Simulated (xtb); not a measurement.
CH7FOSi2, SMILES C[Si@@H](F)O[SiH3]. All values are semi-empirical tight-binding results from xtb (GFN2-xTB unless named), good for trends rather than for accurate numbers. Coordinates come from a GFN2-xTB optimisation. The structure was generated by enumeration; whether it is a known compound was not checked. The values are those of a single conformer.

The geometry has at least one imaginary mode, so it is a saddle point at that level.

Question: Estimate the properties. (An estimate is asked for; the answer gives what the named calculation found.)

Answer: 
The orbital gap is 5.85 eV and the dipole moment is 1.77 D. The static polarisability (D4 model) comes out as 79.2 bohr³, the solvation energy, GFN2-xTB/ALPB(water) comes out as 0.8 kcal/mol and the solvation energy, GFN2-xTB/ALPB(chcl3) is -2.5 kcal/mol.
